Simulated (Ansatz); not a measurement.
BF, SMILES [B]F (connectivity only; charge and spin as stated), charge +1, multiplicity 2.

The structure is a stationary point at PBE0-D3(BJ)/def2-TZVPD.

Two levels are set side by side: PBE/def2-TZVPD (Ansatz, a program for electronic structure) and PBE0/def2-TZVPD (Ansatz). Energy differences of separate SCF runs at the same geometry; the states with an electron removed or added have multiplicity 1 and 1. Differences are taken from unrounded values.

```json
[
 {"quantity": "vertical ionisation energy (eV)", "PBE0": "23.46", "PBE": "23.28", "PBE minus PBE0": "-0.18"},
 {"quantity": "vertical electron affinity (eV)", "PBE0": "10.75", "PBE": "10.72", "PBE minus PBE0": "-0.03"}
]
```

Here PBE gives about what the other level gives.
